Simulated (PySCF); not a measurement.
Species: C5H5FO2 (charge +1 and doublet state).
Structure used (GFN2-xTB), in Å, numbered top down from 1:
```xyz
13
C5H5FO2 angstrom
C      2.201    0.183   -0.202
O      1.192   -0.495    0.502
C     -0.073   -0.290    0.302
C     -1.077   -0.991    1.048
O     -2.266   -0.613    0.663
C     -2.102    0.319   -0.315
F     -3.178    0.812   -0.828
C     -0.790    0.564   -0.584
H      1.845    1.061   -0.739
H      2.668   -0.523   -0.902
H      2.970    0.453    0.530
H     -0.975   -1.730    1.825
H     -0.420    1.252   -1.318
```

The hyperfine couplings belong to this conformer and change with its torsions.

The species is `CO[C+]1[CH]OC(F)=C1` [radical] (charge +1).

Computed with UKS B3LYP, pcH-1 on C F H O, non-relativistic, mean-field spin-orbit, GIAO (PySCF 2.14.0). Geometry: GFN2-xTB, one conformer, isolated ion. GFN2-xTB frequencies show an imaginary mode (32i cm⁻¹), so this geometry is no minimum at that level. The geometry wasn't refined by DFT: couplings that depend on bond lengths, twists or pyramidal angles can differ widely from those at the functional's own minimum, by a factor of two or more for some ions and for spin on atoms past the first row. The SCF solution wasn't tested for stability.

(1) Break the g tensor into its mass correction, gauge correction and orbital-Zeeman/spin–orbit terms.

(2) What effective moment and Curie constant follow for a powder?

(3) What are the electron Larmor frequencies g μB B/h along the three axes at 330 mT?

(4) In a frozen sample, at which fields do the three g values resonate at 9.5, 34, 94 and 263 GHz (hyperfine left aside), and which band first spreads them over more than twice a line width of 0.5 mT?

## Answers

(1) 
```
                    Δg (ppm)     1     2     3
relativistic mass correction  -216  -216  -216
            gauge correction    -5    53    38
   orbital Zeeman/spin–orbit   -53  1406  2899
                       total  -274  1243  2721
```

So g = 2.00205, 2.00356, 2.00504 and g_iso = 2.00355; the tensor is rhombic: the two nearest values differ by 49 % of g3 − g1. Axes: g2 points within 3° of the C6–F7 bond and g3 points within 9° of the C3–C4 bond.

(2) With the mean of g² = 4.0142 and S(S+1) = 0.75: μ_eff = √(⟨g²⟩S(S+1)) = 1.735 μB and χT = 0.12505·⟨g²⟩·S(S+1) = 0.376 cm³ K/mol (cgs; spin-Hamiltonian part alone).

(3) 9.2470, 9.2540, 9.2608 GHz for g1, g2 and g3, a range of 13.8 MHz.

(4) 
```tsv
band	GHz	B(g3) mT	B(g2) mT	B(g1) mT	spread mT
X	9.5	338.52	338.77	339.03	0.51
Q	34.0	1211.56	1212.45	1213.37	1.81
W	94.0	3349.60	3352.07	3354.61	5.01
J	263.0	9371.76	9378.67	9385.78	14.02
```

The spread grows in proportion to the frequency. Q band is the first where it exceeds 1.0 mT.

Largest spin populations (Mulliken): C4 (+0.59), C6 (+0.20), O2 (+0.17) and C3 (+0.10). Three atoms exceed +0.15. The positive populations add up to 1.12 and the negative ones to -0.12, together 2S = 1. The angles at C4 add up to 360.0°, so it is planar; its axial dipolar tensor and the negative coupling of its proton fit spin in a p orbital normal to that plane.

The HOMO–LUMO gaps are 6.13 eV among the α and 3.30 eV among the β orbitals.

Time: 65 s wall (grids of density and orbitals included); peak memory 0.91 GiB. Hardware: Arm Neoverse V1, one thread, shared host with 32 logical CPUs at a one-minute load of 40.
